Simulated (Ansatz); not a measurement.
```yaml
crystal:
  periodic: [false, false, false]
  atoms:
    - {symbol: C, position_ang: [-1.100532, -0.987975, 0.866944]}
    - {symbol: Si, position_ang: [0.429435, -0.234823, 0.269062]}
    - {symbol: Br, position_ang: [2.185745, -0.978218, 1.443780]}
    - {symbol: C, position_ang: [0.514093, 1.428474, -0.556608]}
    - {symbol: N, position_ang: [0.788332, 0.119597, -1.323585]}
    - {symbol: H, position_ang: [-1.240759, -0.850524, 1.909448]}
    - {symbol: H, position_ang: [-1.057171, -2.079247, 0.613902]}
    - {symbol: H, position_ang: [-1.935679, -0.582197, 0.266551]}
    - {symbol: H, position_ang: [-0.392089, 1.923425, -0.754600]}
    - {symbol: H, position_ang: [1.416982, 2.103103, -0.490019]}
    - {symbol: H, position_ang: [0.284173, 0.011798, -2.211140]}
basis:
  gaussian: {orbitals: def2-SVP, point_charges: [{charge: 2.00, position_ang: [5.734, 0.346, -0.897]}]}
hamiltonian: {xc: {name: wB97}}
scf: {lower_state_search: off}
multiplicity: 3
output: {forces: true}
```

```sh
$ ansatz run in.yaml --threads 4 --pin off --events-out ev --progress --plain --max-ram 10444MiB
```

Output, abridged:

```
Error: YAML parse error: error: line 19 column 1: unknown field `multiplicity`, expected one of crystal, accuracy, basis, kpoints, hamiltonian, magnetization, projection, total_charge, correlation, batch, efield, external_charges, scf, relax, neb, saddle, md, ramp, phonons, dielectric, real_time, elastic, magnetic_configurations, gw, evaluate, workflow, output, checkpoint, execution
17 | hamiltonian: {xc: {name: wB97}}
18 | scf: {lower_state_search: off}
19 | multiplicity: 3
20 | output: {forces: true}
```

(1) What is wrong with this run?

Results:

(1) The input holds a key that doesn't belong there. The input was rejected before any iteration.
